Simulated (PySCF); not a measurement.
bromine monochloride (BrCl), SMILES ClBr. Atoms are numbered in the order given.

```xyz
2

Cl     0.0000     0.0000    -1.4355
Br     0.0000     0.0000     0.6973
```

Geometry: PBE0-D3(BJ)/def2-TZVP.

Method: B3LYP/def2-TZVPD (PySCF).

Computed frontier levels, gap, dipole moment and polarisability:
The highest occupied level is -8.13 eV. The lowest empty level is -3.66 eV, the orbital gap is 4.48 eV and the dipole moment is 0.45 D. The quadrupole, principal values (traceless, Buckingham form, about the centre of nuclear charge) comes out as -1.74, -1.74, 3.49 D·Å, the mean static polarisability comes out as 38.2 bohr³ (5.65 Å³) and the polarisability, principal values is 31.4, 31.4, 51.6 bohr³.
